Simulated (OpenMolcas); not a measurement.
# Ionisation energies of molybdenum

| Property | Result |
| --- | --- |
| Program | OpenMolcas 26.06 |
| Basis | ANO-R3 [8s6p5d3f2g1h] |
| Scalar Hamiltonian | X2C, finite nucleus |
| Spin-orbit coupling | state interaction with AMFI integrals over the reference wave functions, term energies averaged over their components |

Active shells in each charge state: the valence d shell, with orbitals averaged over the low states. Where CASPT2's correlated closed shells are named, they are those of the first ion.

A. CASSCF
B. SS-CASPT2, IPEA 0.25 Eh, imaginary shift 0.1 Eh (closed shells correlated: 4s 4p)
C. SS-CASPT2, IPEA 0.25 Eh, imaginary shift 0.1 Eh (closed shells correlated: 3d 4s 4p)
D. SS-CASPT2, IPEA 0 Eh, imaginary shift 0.1 Eh (closed shells correlated: 4s 4p)
E. SS-CASPT2, IPEA 0.25 Eh, imaginary shift 0.1 Eh (closed shells correlated: none)

Energies in eV between the lowest computed levels, named as in B; reference values from the NIST Atomic Spectra Database with their kind.

| From | To | A | B | C | D | E | Spin-orbit share in B | Reference |
| --- | --- | --- | --- | --- | --- | --- | --- | --- |
| Mo2+ 4d⁴ ⁵D₀ | Mo3+ 4d³ ⁴F_3/2 | 26.053 | 27.075 | 27.052 | 27.165 | 26.645 | -0.065 | 27.130 (semi-empirical) |
| Mo3+ 4d³ ⁴F_3/2 | Mo4+ 4d² ³F₂ | 39.159 | 40.082 | 40.055 | 40.176 | 39.521 | -0.046 | 40.330 (semi-empirical) |
| Mo4+ 4d² ³F₂ | Mo5+ 4d ²D_3/2 | 53.439 | 54.318 | 54.288 | 54.394 | 53.591 | +0.060 | 54.417 (semi-empirical) |
| Mo5+ 4d ²D_3/2 | Mo6+ 4p⁶ ¹S₀ | 67.664 | 68.559 | 68.529 | 68.632 | 67.664 | +0.181 | 68.827 (measured) |

Error against the reference values, in %:

```csv
From,Reference,A,B,C,D,E
Mo2+,semi-empirical,-4.0,-0.2,-0.3,+0.1,-1.8
Mo3+,semi-empirical,-2.9,-0.6,-0.7,-0.4,-2.0
Mo4+,semi-empirical,-1.8,-0.2,-0.2,0,-1.5
Mo5+,measured,-1.7,-0.4,-0.4,-0.3,-1.7
```

Absolute error against the one measured value: A 1.16 eV, B 0.27 eV, C 0.30 eV, D 0.20 eV, E 1.16 eV. D lies closest.

The lowest level within the active space need not be the ion's true ground level.
